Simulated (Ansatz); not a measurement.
AsH2(OMe) (CH5AsO), relaxed as a singlet with RKS B3LYP-D4/def2-TZVP in Ansatz, starting from the GFN2-xTB geometry. Force threshold 0.02 eV/Å.

Start:

```tsv
atom	x (Å)	y (Å)	z (Å)
As1	0.803	-1.278	-0.604
H2	1.712	-1.855	0.429
H3	-0.313	-2.177	-0.108
O4	0.448	0.134	0.481
C5	-0.478	1.093	0.028
H6	-0.210	1.497	-0.954
H7	-0.470	1.905	0.758
H8	-1.492	0.681	-0.030
```

(1) Estimate the energy that the relaxation releases and the steps that it takes.

(2) Does the start keep its bonding?

(3) Predict the relaxed structure.

## Answers

(1) 0.03 eV, in 5 steps; 6.5 s on 4 threads of Arm Neoverse V1 on a shared host. No frequencies were taken in this run, so the end may be a saddle point.

(2) By distances, no bond broke or formed. The bond that changes most is As1–H2, from 1.49 to 1.53 Å (atoms count from 1).

(3) 
```xyz
8

As    0.802   -1.245   -0.584
H     1.767   -1.893    0.407
H    -0.342   -2.176   -0.135
O     0.437    0.137    0.534
C    -0.483    1.094    0.033
H    -0.202    1.459   -0.962
H    -0.479    1.936    0.725
H    -1.500    0.688   -0.018
```
Bond lengths: 1 × C–O 1.42 Å; 1 × As–O 1.81 Å; 3 × C–H 1.09 to 1.10 Å; 2 × As–H 1.53 to 1.54 Å.
